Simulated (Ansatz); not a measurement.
`C=NB(F)Br` + NH₃ → `NB(F)Br` + `C=N` at 700 K and 1 bar (ligand exchange at a B–N bond).

Gas-phase electronic energies from Ansatz, PBE0-D4/def2-TZVP geometries. CCSD(T)/CBS is the MP2 limit (def2-TZVPP, def2-QZVPP) plus CCSD(T) − MP2 in def2-TZVPP, frozen cores. This one scheme is used for every species. For Br outer-core shells are correlated without core-valence functions, which leaves a few kJ/mol of doubt a bond. Scalar relativity is left out up to krypton. Each species was taken in one conformer, which may not be the lowest.

```csv
species,CCSD(T)/CBS energy (Eh),H − E (kJ/mol),S (J/(mol·K))
`C=NB(F)Br`,-2791.95772,159.2,414.7
NH₃,-56.50880,116.9,226.5
`NB(F)Br`,-2753.96125,141.1,373.0
`C=N`,-94.52360,135.6,268.6
```

H − E and S are ideal-gas, rigid-rotor, harmonic terms from PBE0-D4/def2-TZVP, for one conformer and one mirror image of each species. 1 Eh = 2625.50 kJ/mol, R = 8.31446 J/(mol·K).

**Question.** By hand: ΔE, ΔH, ΔS and ΔG.

**Answer.** ΔE = (-2753.96125) + (-94.52360) − (-2791.95772) − (-56.50880) = -0.01833 Eh = -48.1 kJ/mol. Δ(H − E) = 141.1 + 135.6 − 159.2 − 116.9 = 0.6, so ΔH = -47.5 kJ/mol. ΔS = 373.0 + 268.6 − 414.7 − 226.5 = 0.4 J/(mol·K). ΔG = -47.5 − 700 × (0.4)/1000 = -47.8 kJ/mol.

**Question.** By hand: the equilibrium constant, and the temperature at which ΔG would vanish if ΔH and ΔS stayed fixed.

**Answer.** log₁₀ K = −ΔG/(RT ln 10) = 3.6. ΔH and −TΔS have one sign here, so there is no such temperature.

The number of gas molecules stays the same, so ΔS is small and ΔH decides. A doubt of 5 kJ/mol in ΔE shifts log₁₀ K by 0.4 here. Other conformers and mirror images would add mixing entropy, several J/(mol·K) or more a flexible species. These are equilibria of isolated gas molecules and say nothing of rates. Largest T1 diagnostic: 0.012 (customary marks: 0.02 for closed shells, 0.045 for open ones).

ΔS is within the doubt of such terms, so its sign, and with it that verdict, could turn.
